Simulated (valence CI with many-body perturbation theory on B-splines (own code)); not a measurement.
E1 line list for V IX

Computed by relativistic CI+MBPT: five valence electrons over a frozen Dirac-Fock core [Ne], radial functions for each j: 11 s, 11 p, 10 d, 8 f, 5 g, 2 h, with the one-electron correlation potential Σ1, the two-electron term Σ2, the three-electron term Σ3, Breit, model QED; selected CI, second order for the rest, scaled by the run's own slope (own B-spline code, finite nucleus).

No measured levels were compared; by estimate levels of excited configurations hold to 0.05 to 0.15 % of their energy, terms of the ground configuration to about 0.5 %. Among the levels kept, up to 3200 cm⁻¹ of a level comes from second order outside the variational space, and about a tenth of that is noise between levels of different J, which matters for small intervals.

Lines 301 to 350 of 582 in falling wavelength, among levels below 834720 cm⁻¹, chosen from the strongest by gf and those to the six lowest levels. Wavelengths and rates use the calculated energies, so an error of 200 cm⁻¹ moves a line at 266.9 Å by 0.053 % and its rate by three times that or more. Electric multipoles are in the length gauge, E1 and E2 with the static RPA response of the core. Weak lines are less certain than strong ones. Lines between different terms over intervals too small for the method are left out, as are lines whose strength nearly cancels. Where a level lies close to another of its J and parity, the split of strength between their lines is uncertain. The highest levels of a list are the least certain.

Names give the largest LS component (configuration and term), which can be under half, so a name can repeat, a term be missing and a line seem to break the LS rules; names also repeat where a configuration has a term twice. Letters in brackets count levels of one name in rising energy.

```tsv
λ vac (Å)	Upper	Lower	A (s⁻¹)	S (a.u.)
266.9	3s3p³3d ⁴D°_1/2 [c]	3s3p⁴ ²D_3/2	1.07e+10	2.00e-01
266.8	3s3p³3d ²D°_5/2 [c]	3s²3p²3d ²P_3/2 [a]	3.84e+09	2.16e-01
266.6	3s²3p3d² ⁴D°_3/2 [b]	3s²3p²3d ⁴P_3/2	2.84e+10	1.06e+00
266.2	3s²3p3d² ⁴D°_1/2 [b]	3s²3p²3d ⁴P_3/2	8.58e+09	1.60e-01
266.2	3s3p³3d ²P°_1/2 [b]	3s²3p²3d ²P_1/2 [a]	1.31e+10	2.44e-01
266.2	3s²3p²3d ⁴P_1/2	3s²3p³ ²D°_3/2	7.93e+08	1.48e-02
265.9	3s²3p3d² ⁴D°_7/2 [b]	3s²3p²3d ⁴P_5/2	5.50e+10	4.08e+00
265.5	3s²3p3d² ²G°_7/2 [a]	3s²3p²3d ²G_9/2	1.17e+09	8.62e-02
265.4	3s²3p3d² ⁴D°_5/2 [b]	3s²3p²3d ⁴P_5/2	1.54e+10	8.50e-01
265.3	3s²3p²3d ²D_5/2 [b]	3s²3p³ ²P°_3/2	3.42e+09	1.89e-01
265.0	3s3p³3d ⁴D°_3/2 [b]	3s3p⁴ ⁴P_1/2	2.51e+09	9.21e-02
265.0	3s²3p²3d ²D_3/2 [b]	3s²3p³ ²P°_3/2	3.97e+07	1.46e-03
264.9	3s²3p3d² ⁴D°_3/2 [b]	3s²3p²3d ⁴P_5/2	2.45e+09	8.98e-02
264.6	3s²3p3d² ²G°_7/2 [a]	3s²3p²3d ²G_7/2	3.71e+10	2.72e+00
264.5	3s²3p3d² ²G°_9/2 [a]	3s²3p²3d ²G_9/2	3.91e+10	3.57e+00
264.5	3s3p³3d ²P°_3/2 [a]	3s3p⁴ ²D_5/2	4.19e+10	1.53e+00
264.5	3s3p³3d ²D°_5/2 [f]	3s²3p²3d ²P_3/2 [b]	1.69e+10	9.25e-01
264.3	3s3p³3d ²P°_1/2 [a]	3s3p⁴ ²D_3/2	3.86e+10	7.03e-01
264.0	3s3p³3d ²P°_3/2 [a]	3s3p⁴ ²D_3/2	6.06e+09	2.20e-01
263.5	3s²3p²3d ²D_3/2 [b]	3s²3p³ ²P°_1/2	3.42e+09	1.23e-01
263.3	3s²3p²3d ²D_3/2 [a]	3s²3p³ ²D°_5/2	3.12e+09	1.12e-01
263.2	3s²3p3d² ²P°_1/2 [c]	3s²3p²3d ²D_3/2 [b]	1.51e+10	2.72e-01
262.9	3s²3p3d² ²P°_3/2 [c]	3s²3p²3d ²D_3/2 [b]	2.32e+09	8.31e-02
262.7	3s²3p3d² ²F°_7/2 [b]	3s²3p²3d ²D_5/2 [a]	2.72e+09	1.95e-01
262.6	3s²3p3d² ²P°_3/2 [c]	3s²3p²3d ²D_5/2 [b]	1.72e+10	6.16e-01
262.6	3s3p³3d ⁴P°_5/2 [a]	3s3p⁴ ⁴P_3/2	4.78e+09	2.56e-01
262.5	3s²3p3d² ⁴D°_7/2 [a]	3s²3p²3d ⁴D_7/2	2.49e+09	1.78e-01
262.2	3s²3p²3d ²D_3/2 [a]	3s²3p³ ²D°_3/2	6.84e+09	2.43e-01
262.0	3s3p³3d ²S°_1/2 [c]	3s²3p²3d ²P_1/2 [b]	2.71e+10	4.82e-01
261.2	3s²3p3d² ⁴D°_5/2 [a]	3s²3p²3d ⁴D_5/2	5.94e+09	3.13e-01
261.0	3s²3p3d² ⁴D°_1/2 [a]	3s²3p²3d ⁴D_1/2	8.39e+09	1.47e-01
260.8	3s²3p3d² ⁴D°_3/2 [a]	3s²3p²3d ⁴D_3/2	7.72e+09	2.71e-01
260.5	3s3p³3d ²P°_3/2 [b]	3s²3p²3d ²P_3/2 [a]	4.91e+09	1.71e-01
260.4	3s²3p3d² ⁴D°_3/2 [a]	3s²3p²3d ⁴D_1/2	4.69e+09	1.64e-01
260.1	3s3p³3d ⁴D°_3/2 [b]	3s3p⁴ ⁴P_5/2	1.74e+09	6.06e-02
259.8	3s²3p3d² ⁴D°_5/2 [a]	3s²3p²3d ⁴D_3/2	4.75e+09	2.46e-01
259.5	3s²3p3d² ²D°_3/2	3s²3p²3d ²D_3/2 [b]	3.95e+09	1.36e-01
259.4	3s²3p3d² ⁴D°_7/2 [a]	3s²3p²3d ⁴D_5/2	2.43e+09	1.67e-01
259.3	3s3p³3d ⁴P°_5/2 [a]	3s3p⁴ ⁴P_5/2	2.74e+09	1.42e-01
259.2	3s²3p²3d ²D_5/2 [a]	3s²3p³ ²D°_5/2	1.51e+10	7.79e-01
258.9	3s3p³3d ⁴P°_3/2 [a]	3s3p⁴ ⁴P_5/2	3.20e+09	1.10e-01
258.9	3s3p³3d ²D°_5/2 [a]	3s3p⁴ ⁴P_3/2	1.95e+09	1.00e-01
258.2	3s²3p²3d ²D_5/2 [a]	3s²3p³ ²D°_3/2	6.74e+08	3.44e-02
258.1	3s²3p3d² ²P°_3/2 [b]	3s²3p²3d ²D_5/2 [a]	1.82e+10	6.18e-01
257.9	3s²3p3d² ⁴D°_5/2 [a]	3s²3p²3d ²F_5/2 [a]	3.41e+09	1.73e-01
257.9	3s3p³3d ²S°_1/2 [c]	3s²3p²3d ²P_3/2 [b]	6.18e+10	1.05e+00
257.5	3s²3p3d² ⁴D°_7/2 [a]	3s²3p²3d ²F_7/2 [a]	6.64e+09	4.48e-01
257.2	3s²3p3d² ²F°_7/2 [a]	3s²3p²3d ⁴D_7/2	1.43e+10	9.58e-01
257.1	3s3p³3d ⁴D°_5/2 [b]	3s3p⁴ ⁴P_5/2	6.68e+09	3.36e-01
257.1	3s²3p3d² ²F°_5/2 [a]	3s²3p²3d ⁴D_5/2	6.68e+09	3.36e-01
```
